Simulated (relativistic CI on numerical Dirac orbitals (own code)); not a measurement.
**Mn3+ in a cubic cluster: 1s photoemission with charge transfer**

Computed with a charge-transfer multiplet model of a cubic metal-ligand cluster with up to 2 ligand holes, Slater and spin-orbit integrals from Dirac-Coulomb-Breit ions, Slater integrals scaled by 0.8. The ground state mixes d4 with configurations of k ligand holes L, whose averages lie at kΔ + k(k − 1)U_dd/2; a core hole lowers each added d electron by U_cd. 300 K, Lorentzian 1.1 eV and Gaussian 0.6 eV FWHM.

Atomic integrals in eV (Slater integrals scaled, ζ unscaled), ground: F2dd 9.084, F4dd 5.682, zeta_d 0.043; with the core hole: F2dd 10.434, F4dd 6.559, zeta_d 0.065, G2cd 0.055.

Cluster parameters (eV): Δ = 5.3, U_dd = 5.9, 10Dq = 1.7, 10Dq(ligand) = 0.3, V(eg) = 1.85, V(t2g) = -1, final-state hopping factor = 1.

Weights, n_d and S are thermal averages at 300 K. Binding energies count from the first peak over 30 % of the highest in each spectrum, which can be another peak from case to case. The parameters are a model scan and need not match a compound or its usual spin state. Peaks in eV (height, largest 100): 0.0 (100), 4.3 (18), 8.3 (60).

Which parameters give this spectrum?
A. U_cd = 6.3 eV
B. U_cd = 7.5 eV
C. U_cd = 9.3 eV

C. U_cd = 9.3 eV; the ground state then has 4.25 d electrons and S = 2.00. The choice follows from running the model for each set and comparing peak positions and heights.
